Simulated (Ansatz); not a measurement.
A search over several starts for the lowest SCF solution of the cluster K₆⁻ at the given spin, in a small basis.

```yaml
crystal:
  periodic: [false, false, false]
  atoms:
    - {symbol: K, position_ang: [1.283331, -3.541081, -0.412943]}
    - {symbol: K, position_ang: [-3.082425, -2.378782, -0.274992]}
    - {symbol: K, position_ang: [-3.222147, 2.185451, -0.346705]}
    - {symbol: K, position_ang: [-0.012674, 0.029693, 1.743826]}
    - {symbol: K, position_ang: [1.065763, 3.588909, -0.547250]}
    - {symbol: K, position_ang: [3.968162, 0.115820, -0.161946]}
basis:
  gaussian: {orbitals: def2-SVP}
total_charge: -1
magnetization: {spin_polarized: true, initial_magnetization: 1}
hamiltonian: {xc: pbe0}
output: {orbitals: {seedname: orbitals}}
```

```sh
$ ansatz run in.yaml --threads 4 --pin off --events-out ev --progress --plain --max-ram 3916MiB
```

Shortened log:

```
Functional definition: PBE0
1368 factors; integrals over basis functions are off by at most 7.1e-4 eV
mean field evaluation 1: about -97908.8767 eV, gradient 3.8e0 eV
mean field evaluation 2: about -97908.7272 eV, gradient 5.2e0 eV
mean field evaluation 4: about -97909.0799 eV, gradient 1.8e-1 eV
mean field evaluation 8: about -97909.1440 eV, gradient 6.3e-2 eV
mean field evaluation 16: about -97909.1443 eV, gradient 5.4e-3 eV
mean field evaluation 32: about -97909.1444 eV, gradient 3.4e-4 eV
mean field evaluation 64: about -97908.2270 eV, gradient 2.1e0 eV
mean field evaluation 96: about -97909.1375 eV, gradient 2.5e-1 eV
mean field evaluation 128: about -97908.5118 eV, gradient 8.8e-1 eV
mean field evaluation 160: about -97909.1038 eV, gradient 4.6e-1 eV
mean field -97909.14436336 eV, -3598.0946901517 hartree, gradient 1.0e-5 eV, S^2 0.764518; 10 other end points of the search recorded, 0 dependent functions left out
reference -97909.14440320 eV, -3598.0946916160 hartree; 58, 57 occupied and 86, 87 virtual orbitals, 1368 factors
Total energy: -97909.14440320 eV, -3598.0946916160 hartree
```

Run time 89 s (4 threads of Arm Neoverse V1 on a shared host), peak host memory 1 GiB.

The structure comes from a short search, and lower isomers may exist.
